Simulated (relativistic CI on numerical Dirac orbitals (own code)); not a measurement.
Electric-dipole transitions in Ga10+

Calculated at this level of theory: Dirac-Coulomb-Breit CI, orbitals from a KLI potential per configuration, QED by a radiative potential, unscaled Slater integrals (own radial code, finite nucleus).

Configurations in the expansion (outside the closed core [Ne]): 3s2.3p6.3d3, 3s2.3p5.3d4, 3s.3p6.3d4, 3s2.3p6.3d2.4s, 3s2.3p6.3d2.4p, 3s2.3p6.3d2.4d, 3s2.3p6.3d.4s.4p, 3s2.3p6.3d2.4f, 3s2.3p6.3d2.5s, 3s2.3p5.3d3.4s, 3s2.3p6.3d2.5p, 3s2.3p6.3d.4p.4d, 3s2.3p6.3d2.5d, 3s2.3p5.3d3.4p, 3s2.3p6.3d2.5f, 3s2.3p6.3d2.5g, 3s2.3p6.3d2.6s, 3s2.3p6.3d2.6p, 3s2.3p6.3d2.6d, 3s2.3p5.3d3.4d, 3s.3p6.3d3.4s, 3s2.3p5.3d3.4f, 3s.3p6.3d3.4p, 3s2.3p5.3d3.5p, 3p6.3d5, 3p5.3d6, 3s2.3p6.3d.4s2, 3s2.3p6.4s2.4p, 3s2.3p6.4s2.4d, 3s2.3p6.4s2.4f, 3s2.3p6.3d.4p2, 3s2.3p6.4s.4p2, 3s2.3p6.4p3, 3s2.3p6.4p2.4d, 3s2.3p6.4p2.4f, 3s2.3p6.3d.4s.4d, 3s2.3p6.4s.4p.4d, 3s2.3p6.4s.4d2, 3s2.3p6.4s.4d.4f, 3s2.3p6.3d.4d2, 3s2.3p6.4p.4d2, 3s2.3p6.4d3, 3s2.3p6.4d2.4f, 3s.3p6.3d2.4s2, 3s.3p6.3d.4s2.4p, 3s.3p6.3d.4s2.4d, 3s.3p6.3d.4s2.4f. Double excitations out of closed p, d and f shells are left out; levels of such configurations are missing from the list, as are those of other unlisted configurations, and high levels can miss mixing partners. These lack a partner that the ground configuration has and come out too high: 3s2.3p5.3d3.4s, 3s2.3p5.3d3.4p, 3s2.3p5.3d3.4d, 3s2.3p5.3d3.4f, 3s2.3p5.3d3.5p.

```
λ vac (Å)                     Lower                         Upper   A (s⁻¹)        gf  Branching (%)
   73.347    3s2.3p6.3d3 2G_9/2 [9]  3s2.3p6.3d2.4f 2G°_9/2 [400]  1.95e+11  1.57e+00           72.6
   109.01    3s2.3p6.3d3 2G_7/2 [8]     3s2.3p5.3d4 2F°_5/2 [210]  4.24e+11  4.53e+00           60.7
   109.31    3s2.3p6.3d3 2G_9/2 [9]     3s2.3p5.3d4 2F°_7/2 [209]  3.88e+11  5.55e+00           55.6
   111.69    3s2.3p6.3d3 4F_5/2 [2]     3s2.3p5.3d4 4D°_5/2 [194]  7.58e+10  8.50e-01           12.2
   112.00    3s2.3p6.3d3 4F_9/2 [4]     3s2.3p5.3d4 4D°_7/2 [198]  3.13e+11  4.71e+00           53.7
   112.01    3s2.3p6.3d3 4F_7/2 [3]     3s2.3p5.3d4 4D°_5/2 [194]  3.87e+11  4.37e+00           62.2
   112.11    3s2.3p6.3d3 4F_3/2 [1]     3s2.3p5.3d4 4D°_1/2 [189]  3.12e+11  1.18e+00           54.3
   112.12    3s2.3p6.3d3 4F_5/2 [2]     3s2.3p5.3d4 4D°_3/2 [191]  3.85e+11  2.90e+00           60.2
   112.24   3s2.3p6.3d3 2H_9/2 [12]     3s2.3p5.3d4 2G°_7/2 [208]  6.19e+11  9.35e+00           84.2
   112.46    3s2.3p6.3d3 4F_9/2 [4]     3s2.3p5.3d4 2F°_7/2 [193]  2.16e+11  3.28e+00           42.4
   112.49  3s2.3p6.3d3 2H_11/2 [13]     3s2.3p5.3d4 2G°_9/2 [207]  6.77e+11  1.28e+01           92.1
   112.72    3s2.3p6.3d3 4F_3/2 [1]     3s2.3p5.3d4 4D°_1/2 [182]  2.94e+11  1.12e+00           52.5
   114.58   3s2.3p6.3d3 2F_7/2 [16]     3s2.3p5.3d4 2F°_7/2 [209]  1.57e+11  2.47e+00           22.5
   114.68   3s2.3p6.3d3 2F_5/2 [17]     3s2.3p5.3d4 2F°_5/2 [210]  1.84e+11  2.17e+00           26.3
   114.70   3s2.3p6.3d3 2D_3/2 [19]     3s2.3p5.3d4 2D°_3/2 [220]  3.31e+11  2.61e+00           49.7
   114.89   3s2.3p6.3d3 2D_5/2 [18]     3s2.3p5.3d4 2D°_5/2 [218]  2.13e+11  2.53e+00           45.3
   116.19    3s2.3p6.3d3 4P_5/2 [7]     3s2.3p5.3d4 4D°_5/2 [194]  1.13e+11  1.38e+00           18.2
   116.58    3s2.3p6.3d3 2G_9/2 [9]     3s2.3p5.3d4 2F°_7/2 [193]  8.92e+10  1.45e+00           17.5
   117.12   3s2.3p6.3d3 2F_7/2 [16]     3s2.3p5.3d4 2D°_5/2 [205]  1.99e+11  2.45e+00           49.6
   117.58    3s2.3p6.3d3 4P_1/2 [5]     3s2.3p5.3d4 4P°_3/2 [179]  1.40e+11  1.16e+00           33.2
   118.18  3s2.3p6.3d3 2H_11/2 [13]    3s2.3p5.3d4 2H°_11/2 [195]  4.60e+11  1.16e+01           98.0
   118.97   3s2.3p6.3d3 2H_9/2 [12]     3s2.3p5.3d4 2H°_9/2 [187]  4.32e+11  9.16e+00           96.6
   119.32    3s2.3p6.3d3 4P_3/2 [6]     3s2.3p5.3d4 2D°_5/2 [176]  1.17e+11  1.50e+00           31.9
   119.74    3s2.3p6.3d3 4P_5/2 [7]     3s2.3p5.3d4 2D°_5/2 [176]  1.14e+11  1.47e+00           31.1
   120.84    3s2.3p6.3d3 2G_9/2 [9]     3s2.3p5.3d4 2G°_9/2 [173]  2.30e+11  5.04e+00           79.3
   120.89    3s2.3p6.3d3 2G_7/2 [8]     3s2.3p5.3d4 2G°_7/2 [172]  1.55e+11  2.72e+00           61.3
   123.69    3s2.3p6.3d3 4F_9/2 [4]     3s2.3p5.3d4 4F°_9/2 [159]  2.23e+11  5.12e+00           84.3
   124.03    3s2.3p6.3d3 4F_7/2 [3]     3s2.3p5.3d4 4F°_7/2 [156]  2.05e+11  3.78e+00           77.8
   124.51    3s2.3p6.3d3 4F_5/2 [2]     3s2.3p5.3d4 4F°_5/2 [153]  1.70e+11  2.38e+00           73.8
   124.83    3s2.3p6.3d3 4F_3/2 [1]     3s2.3p5.3d4 4F°_3/2 [150]  9.05e+10  8.46e-01           65.7
   125.40    3s2.3p6.3d3 4F_3/2 [1]     3s2.3p5.3d4 2P°_3/2 [148]  7.87e+10  7.42e-01           55.7
   125.50    3s2.3p6.3d3 2G_9/2 [9]     3s2.3p5.3d4 2G°_9/2 [163]  1.03e+11  2.44e+00           53.9
   125.55    3s2.3p6.3d3 2G_7/2 [8]     3s2.3p5.3d4 2G°_7/2 [162]  1.09e+11  2.06e+00           69.4
   128.49    3s2.3p6.3d3 2G_9/2 [9]    3s2.3p5.3d4 2H°_11/2 [160]  6.72e+10  2.00e+00           76.2
   130.62   3s2.3p6.3d3 2P_3/2 [15]     3s2.3p5.3d4 2D°_5/2 [161]  1.37e+11  2.10e+00           73.5
   130.93    3s2.3p6.3d3 4P_5/2 [7]     3s2.3p5.3d4 4D°_7/2 [149]  8.49e+10  1.74e+00           62.7
   132.78   3s2.3p6.3d3 2D_5/2 [14]     3s2.3p5.3d4 2F°_7/2 [154]  9.02e+10  1.91e+00           72.5
   132.89    3s2.3p6.3d3 4F_9/2 [4]    3s2.3p5.3d4 2H°_11/2 [128]  4.78e+10  1.52e+00           85.0
   133.61    3s2.3p6.3d3 4F_7/2 [3]     3s2.3p5.3d4 4G°_9/2 [122]  5.68e+10  1.52e+00           93.5
   133.97    3s2.3p6.3d3 4F_9/2 [4]    3s2.3p5.3d4 4G°_11/2 [124]  3.89e+10  1.26e+00           89.0
   136.14    3s2.3p6.3d3 4F_3/2 [1]     3s2.3p5.3d4 4G°_5/2 [114]  7.98e+10  1.33e+00           80.5
   136.50    3s2.3p6.3d3 4F_5/2 [2]     3s2.3p5.3d4 4G°_7/2 [115]  6.54e+10  1.46e+00           79.2
   137.82    3s2.3p6.3d3 4F_7/2 [3]     3s2.3p5.3d4 4G°_9/2 [112]  5.65e+10  1.61e+00           81.2
   139.19    3s2.3p6.3d3 4F_9/2 [4]    3s2.3p5.3d4 4G°_11/2 [109]  4.87e+10  1.70e+00           98.4
   142.23  3s2.3p6.3d3 2H_11/2 [13]    3s2.3p5.3d4 2I°_13/2 [126]  5.71e+10  2.43e+00          100.0
```

Terms are leading LS components. Brackets give the number of a level in order of energy, since labels repeat. The list gives strong lines, with weight on those to low levels, without lines whose two gauges differ by over a factor of 2.5, among the lowest 400 of 5624 levels, so that lines to higher ones, which can be the strongest, are missing. Levels whose partners in the same complex of configurations lie outside the list can be far off, and so can their lines. Rates are taken at the computed energies, electric ones in the length gauge.

At this charge energies of transitions that change n are usually good to better than 1 %, and those within a shell (Δn = 0) to a few per cent. Terms inside the open d or f shell come out 10 to 20 % too wide with unscaled integrals.

LS names give the leading component of a level, which can be under half, so a name can repeat, a term be missing and a line seem to break the LS rules.
